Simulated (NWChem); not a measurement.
The numbers come from NWChem runs, not from measurements. System: ClSi, charge 1, spin multiplicity 1, displaced from the optimised geometry. The structure started from a generated list of species.

Input file:

```
start mol
memory heap 200 mb stack 900 mb global 1100 mb
charge 1
geometry units angstroms nocenter noautoz
  Si     0.000000     0.000000     1.109710
  Cl     0.000000     0.000000    -0.913879
  symmetry group C2v
end
basis spherical
  * library def2-tzvp
end
dft
  xc becke88 perdew86
  semidirect memsize 60000000 filesize 0
  iterations 100
  convergence nodiis damp 40
end
task dft gradient
```

The output up to the point where the run's verdict is printed (cleaned and shortened):

```
             Northwest Computational Chemistry Package (NWChem) 7.3.0
             --------------------------------------------------------

                                NWChem Input Module
                                -------------------

 Scaling coordinates for geometry "geometry" by  1.889725989
 (inverse scale =  0.529177249)

 Turning off AUTOSYM since
 SYMMETRY directive was detected!

                             Geometry "geometry" -> ""
                             -------------------------

 Output coordinates in angstroms (scale by  1.889725989 to convert to a.u.)

  No.       Tag          Charge          X              Y              Z
 ---- ---------------- ---------- -------------- -------------- --------------
    1 Si                  14.0000     0.00000000     0.00000000     1.10971000
    2 Cl                  17.0000     0.00000000     0.00000000    -0.91387900

 Effective nuclear repulsion energy (a.u.)      62.2380262306

            Nuclear Dipole moment (a.u.)
            ----------------------------
        X                 Y               Z
 ---------------- ---------------- ----------------
     0.0000000000     0.0000000000    -0.0000056692

      Symmetry information
      --------------------

 Group name             C2v
 Group number             16
 Group order               4
 No. of unique centers     2

      Symmetry unique atoms

     1    2


 Summary of "ao basis" -> "" (spherical)
 ------------------------------------------------------------------------------
       Tag                 Description            Shells   Functions and Types
 ---------------- ------------------------------  ------  ---------------------
 *                         def2-tzvp                  on all atoms

  perdew86 is a nonlocal functional; adding perdew81 local functional.

                                 NWChem DFT Module
                                 -----------------

 Summary of "ao basis" -> "ao basis" (spherical)
 ------------------------------------------------------------------------------
       Tag                 Description            Shells   Functions and Types
[...]
 d= 0,ls=0.5         79   -572.2411390984 -5.55D+01  2.43D-01               3.3

 !! scf_movecs_sym_adapt:    2 vectors were symmetry contaminated

  Symmetry fudging
 d= 0,ls=0.5         80   -516.7460181900  5.55D+01  2.43D-01               3.3

 !! scf_movecs_sym_adapt:    2 vectors were symmetry contaminated

  Symmetry fudging

 !! scf_movecs_sym_adapt:    2 vectors were symmetry contaminated

 d= 0,ls=0.5         81   -572.2411390984 -5.55D+01  2.43D-01               3.3

 !! scf_movecs_sym_adapt:    4 vectors were symmetry contaminated

  Symmetry fudging
 d= 0,ls=0.5         82   -516.7460181900  5.55D+01  2.43D-01               3.4

 !! scf_movecs_sym_adapt:    6 vectors were symmetry contaminated

  Symmetry fudging
 d= 0,ls=0.5         83   -572.2411390984 -5.55D+01  2.43D-01               3.4

 !! scf_movecs_sym_adapt:    2 vectors were symmetry contaminated

  Symmetry fudging

 !! scf_movecs_sym_adapt:    2 vectors were symmetry contaminated

 d= 0,ls=0.5         84   -516.7460181900  5.55D+01  2.43D-01               3.5

 !! scf_movecs_sym_adapt:    4 vectors were symmetry contaminated

  Symmetry fudging
 d= 0,ls=0.5         85   -572.2411390984 -5.55D+01  2.43D-01               3.5
 d= 0,ls=0.5         86   -516.7460181900  5.55D+01  2.43D-01               3.5

 !! scf_movecs_sym_adapt:    2 vectors were symmetry contaminated

  Symmetry fudging

 !! scf_movecs_sym_adapt:    2 vectors were symmetry contaminated

 d= 0,ls=0.5         87   -572.2411390984 -5.55D+01  2.43D-01               3.6

 !! scf_movecs_sym_adapt:    2 vectors were symmetry contaminated

  Symmetry fudging
 d= 0,ls=0.5         88   -516.7460181900  5.55D+01  2.43D-01               3.6

 !! scf_movecs_sym_adapt:    2 vectors were symmetry contaminated

  Symmetry fudging

 !! scf_movecs_sym_adapt:    2 vectors were symmetry contaminated

 d= 0,ls=0.5         89   -572.2411390984 -5.55D+01  2.43D-01               3.6

 !! scf_movecs_sym_adapt:    2 vectors were symmetry contaminated

  Symmetry fudging
 d= 0,ls=0.5         90   -516.7460181900  5.55D+01  2.43D-01               3.7

 !! scf_movecs_sym_adapt:    6 vectors were symmetry contaminated

  Symmetry fudging
 d= 0,ls=0.5         91   -572.2411390984 -5.55D+01  2.43D-01               3.7

 !! scf_movecs_sym_adapt:    4 vectors were symmetry contaminated

  Symmetry fudging
 d= 0,ls=0.5         92   -516.7460181900  5.55D+01  2.43D-01               3.7

 !! scf_movecs_sym_adapt:    2 vectors were symmetry contaminated

  Symmetry fudging

 !! scf_movecs_sym_adapt:    2 vectors were symmetry contaminated

 d= 0,ls=0.5         93   -572.2411390984 -5.55D+01  2.43D-01               3.8

 !! scf_movecs_sym_adapt:    2 vectors were symmetry contaminated

  Symmetry fudging
 d= 0,ls=0.5         94   -516.7460181900  5.55D+01  2.43D-01               3.8

 !! scf_movecs_sym_adapt:    2 vectors were symmetry contaminated

  Symmetry fudging
 d= 0,ls=0.5         95   -572.2411390984 -5.55D+01  2.43D-01               3.8

 !! scf_movecs_sym_adapt:    2 vectors were symmetry contaminated

  Symmetry fudging
 d= 0,ls=0.5         96   -516.7460181900  5.55D+01  2.43D-01               3.9

 !! scf_movecs_sym_adapt:    2 vectors were symmetry contaminated

  Symmetry fudging
 d= 0,ls=0.5         97   -572.2411390984 -5.55D+01  2.43D-01               3.9

 !! scf_movecs_sym_adapt:    2 vectors were symmetry contaminated

  Symmetry fudging
 d= 0,ls=0.5         98   -516.7460181900  5.55D+01  2.43D-01               3.9

 !! scf_movecs_sym_adapt:    4 vectors were symmetry contaminated

  Symmetry fudging

 !! scf_movecs_sym_adapt:    2 vectors were symmetry contaminated

 d= 0,ls=0.5         99   -572.2411390984 -5.55D+01  2.43D-01               4.0

 !! scf_movecs_sym_adapt:    2 vectors were symmetry contaminated

  Symmetry fudging
 d= 0,ls=0.5        100   -516.7460181900  5.55D+01  2.43D-01               4.0
```

The run did not converge; its last values are not results. The next line reads: Calculation failed to converge. NWChem stopped with the message: dft gradient failed.
